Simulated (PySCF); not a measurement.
# Trend along the alkali metals: MSe molecules

HF with double-zeta basis sets in PySCF, for the lowest determinant that a PBE0 search found; no spin–orbit coupling. De refers to high-spin ground-configuration atoms. A positive dipole means M(−)Se(+).

| M | basis | reference | state (unpaired electrons) | Re (Å) | ωe (cm⁻¹) | De (eV) | μ (D) |
| --- | --- | --- | --- | --- | --- | --- | --- |
| Li | def2-SVP | UHF | doublet (π ↑) | 2.299 | 516 | 1.87 | -7.48 |
| Na | def2-SVP | UHF | doublet (π ↑) | 2.636 | 271 | 1.37 | -9.10 |
| K | def2-SVP | UHF | doublet (π ↑) | 3.030 | 193 | 1.44 | -11.25 |
| Cs | def2-SVP | UHF | doublet (π ↑) | 3.348 | 132 | 1.54 | -12.14 |

The shortest bond is that of LiSe (2.299 Å), the longest that of CsSe (3.348 Å).

Down a group the atoms grow and get heavier, so bonds lengthen and wavenumbers fall; this series shows no clear exception.

These are scalar-relativistic numbers at best; spin–orbit coupling would shift them, the dissociation energy most. Hartree–Fock leaves out correlation, which carries a large part of most bond energies and some tenths to 1 eV of ionisation energies. States were picked by a PBE0 search and need not be the measured ground states.
